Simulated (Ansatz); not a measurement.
Reaction (ligand exchange at the Al–O bond): `O[Si](O)(O)[O][Al]([F])[Cl]` + H–F → `[F][Al]([F])[Cl]` + `O[Si](O)(O)O`

Computed with Ansatz on PBE0-D4/def2-TZVP structures; ΔE is electronic, products minus reactants. CBS: MP2 limit from def2 TZ/QZ plus the TZ coupled-cluster correction, frozen cores. This one scheme is used for every species. DFT in def2-TZVPP. B3LYP here is the variant with VWN-RPA as its local correlation; programs differ in this. One conformer a species, not always the lowest.

```json
{"level": "B3LYP-D4", "ΔE (kcal/mol)": "-4.3"}
{"level": "r2SCAN0", "ΔE (kcal/mol)": "-5.2"}
{"level": "LC-ωPBE", "ΔE (kcal/mol)": "-6.0"}
{"level": "RPA@PBE/def2-TZVPP", "ΔE (kcal/mol)": "-4.3"}
```

Question: What does CCSD(T)/CBS give? (Estimate.)

Answer: Ansatz gave: -4.2 kcal/mol. The listed levels differ from it by -0.1, -1.0, -1.8, -0.1 kcal/mol.

Largest T1 diagnostic among the species: 0.012.

The D4 term adds +2.2 kcal/mol with B3LYP and +1.4 kcal/mol with PBE0; it sums over pairs of atoms, weighted by their polarisabilities, and B3LYP, whose exchange is more repulsive, gets the larger term. In def2-TZVPP, CCSD(T) changes the Hartree–Fock value by +0.8 kcal/mol (the triples alone add +0.1 kcal/mol) and MP2 by +0.8 kcal/mol. From BLYP to BHLYP (50 % exact exchange), in def2-TZVPP and without D4, ΔE moves by +1.9 kcal/mol.
